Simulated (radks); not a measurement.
Q: Isoelectronic series with 16 electrons, each ion in its NIST ground configuration. Method: scalar-relativistic Kohn-Sham, PBE, spin-unpolarised, spherical densities, point nucleus; computed with a radial shooting solver on a logarithmic mesh with Libxc functionals. Total energies (hartree) and mean radii <r> (bohr):

ion,configuration,E (hartree),3p,3s,2p,2s
Nd44+,[Ne] 3s2 3p4,-7853.9063,0.2367,0.2432,0.08758,0.09979
Sm46+,[Ne] 3s2 3p4,-8442.1930,0.2274,0.2334,0.08431,0.09588
Eu47+,[Ne] 3s2 3p4,-8745.4548,0.2230,0.2287,0.08276,0.09402
Gd48+,[Ne] 3s2 3p4,-9054.8761,0.2187,0.2242,0.08126,0.09222
Tb49+,[Ne] 3s2 3p4,-9370.5201,0.2146,0.2199,0.07981,0.09047
Dy50+,[Ne] 3s2 3p4,-9692.4522,0.2107,0.2157,0.07840,0.08877
Ho51+,[Ne] 3s2 3p4,-10020.7400,0.2068,0.2116,0.07704,0.08712
Er52+,[Ne] 3s2 3p4,-10355.4536,0.2031,0.2077,0.07572,0.08551

Estimate the row of Pm45+ ([Ne] 3s2 3p4).

A: E (hartree) -8145.0298; 3p 0.2319; 3s 0.2382; 2p 0.08592; 2s 0.09780.
